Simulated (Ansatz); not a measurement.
Input and output for C2H9FGaP (`[CH3][Ga-]([CH3])([F])[PH3+]`).

```yaml
crystal:
  periodic: [false, false, false]
  atoms:
    - {symbol: C, position_ang: [-1.703029, 1.190755, -0.306050]}
    - {symbol: Ga, position_ang: [0.160357, 0.709206, 0.108381]}
    - {symbol: C, position_ang: [0.988756, 0.267668, 1.838751]}
    - {symbol: F, position_ang: [1.334725, 1.401054, -1.065993]}
    - {symbol: P, position_ang: [0.400852, -1.592749, -1.190932]}
    - {symbol: H, position_ang: [-1.935442, 2.173029, 0.112969]}
    - {symbol: H, position_ang: [-1.858247, 1.242965, -1.385149]}
    - {symbol: H, position_ang: [-2.409919, 0.473256, 0.116897]}
    - {symbol: H, position_ang: [2.013598, -0.080564, 1.698470]}
    - {symbol: H, position_ang: [0.425779, -0.501105, 2.372986]}
    - {symbol: H, position_ang: [1.021619, 1.156964, 2.473198]}
    - {symbol: H, position_ang: [0.972368, -2.744843, -0.607755]}
    - {symbol: H, position_ang: [1.257099, -1.490449, -2.305058]}
    - {symbol: H, position_ang: [-0.681617, -2.234486, -1.831813]}
basis:
  gaussian: {orbitals: def2-mTZVP, fitting: {mean_field: cc-pVTZ-jkfit}}
hamiltonian: {xc: {name: r2SCAN50}, dispersion: d3bjatm}
output: {forces: true}
```

```sh
$ ansatz run in.yaml --threads 4 --pin off --events-out ev --progress --plain --max-ram 11315MiB
```

Shortened log:

```
Functional definition: r2SCAN50
835 factors; integrals over basis functions are off by at most 1.2e-1 eV
mean field evaluation 1: about -66593.5399 eV, gradient 6.3e1 eV
mean field evaluation 2: about -66595.0727 eV, gradient 6.1e1 eV
mean field evaluation 4: about -66601.5419 eV, gradient 1.8e0 eV
mean field evaluation 8: about -66601.5518 eV, gradient 1.3e-1 eV
mean field -66601.55182393 eV, -2447.5618853761 hartree, gradient 3.2e-5 eV, S^2 0.000000; 0 other end points of the search recorded, 0 dependent functions left out
reference -66601.55183268 eV, -2447.5618856979 hartree; 38, 38 occupied and 104, 104 virtual orbitals, 835 factors
Total energy: -66601.66568980 eV, -2447.5660698696 hartree
Atom 0 at    -1.703029     1.190755    -0.306050 Å, force    -0.006990     0.020041     0.023695 eV/Å
Atom 1 at     0.160357     0.709206     0.108381 Å, force     0.209950     0.105353    -0.218479 eV/Å
Atom 2 at     0.988756     0.267668     1.838751 Å, force    -0.013182     0.021442     0.019348 eV/Å
Atom 3 at     1.334725     1.401054    -1.065993 Å, force    -0.289397    -0.169107     0.290645 eV/Å
Atom 4 at     0.400852    -1.592749    -1.190932 Å, force     0.064031    -0.299090    -0.212508 eV/Å
Atom 5 at    -1.935442     2.173029     0.112969 Å, force     0.014389    -0.269932    -0.136173 eV/Å
Atom 6 at    -1.858247     1.242965    -1.385149 Å, force     0.006007    -0.000315     0.298905 eV/Å
Atom 7 at    -2.409919     0.473256     0.116897 Å, force     0.158858     0.215017    -0.131962 eV/Å
Atom 8 at     2.013598    -0.080564     1.698470 Å, force    -0.273204     0.093872     0.077167 eV/Å
Atom 9 at     0.425779    -0.501105     2.372986 Å, force     0.180667     0.207828    -0.113437 eV/Å
Atom 10 at     1.021619     1.156964     2.473198 Å, force     0.017217    -0.270366    -0.135075 eV/Å
Atom 11 at     0.972368    -2.744843    -0.607755 Å, force    -0.090797     0.207633    -0.070359 eV/Å
Atom 12 at     1.257099    -1.490449    -2.305058 Å, force    -0.138908     0.009291     0.190143 eV/Å
Atom 13 at    -0.681617    -2.234486    -1.831813 Å, force     0.161359     0.128333     0.118089 eV/Å
Dipole moment:    -0.298780    -0.872797    -0.003444 e Å
```

It took 3.2 s on 4 threads of an Intel Xeon Platinum 8259CL on a shared host, with 0.53 GiB of host memory at the peak.
